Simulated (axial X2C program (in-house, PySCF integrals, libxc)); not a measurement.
**Estimating the spin–orbit splitting of the π levels of ScSe⁻**

Calculated with an axial X2C code built on PySCF integrals. Spin-free means the one-electron spin-free X2C Hamiltonian; two-component (2c) means X2C with spin–orbit coupling and atomic mean-field two-electron Coulomb and Gaunt terms, so the difference of the two also holds small scalar two-electron terms. Basis: Se dyall-acv3z [9s10p7d5f1g], Sc dyall-acv3z [11s12p8d5f2g] (cores contracted in-house); Gaussian nuclei, density fitting, unrestricted open shells. Masses: Se 79.917 u, Sc 44.956 u.

Hartree–Fock at 2.311 Å, closed shell. Valence p splittings ε(p3/2) − ε(p1/2) of spherical Dirac–Hartree–Fock atoms with fractionally filled p shells: Se 4p 0.400 eV.

```json
{"filled π level (eV), spin-free": "-3.97", "Se p share": "0.69", "Sc p share": "0.08"}
```

**Question.** In first order a p shell splits by 3ζ/2 and a π orbital by ζ. Estimate the splitting of each π level from the shares.

**Answer.** level -3.97 eV: (2/3) × (0.69 × 0.400) = 0.18 eV.

The two-component Hartree–Fock calculation gives:

| ε(ω = 1/2) (eV) | σ share of it | ε(ω = 3/2) (eV) | splitting (eV) | estimate (eV) |
| --- | --- | --- | --- | --- |
| -4.073 | 0.02 | -3.848 | 0.22 | 0.18 |

The estimate leaves out the mixing of π1/2 with σ1/2 levels, which pushes the ω = 1/2 spinor up or down, the d and f parts of the orbital, small shares of the strongly split outer-core p shell of a metal, the Gaunt term (absent from the atomic values), and the change of the atomic p orbitals with charge; Löwdin shares depend on the basis.
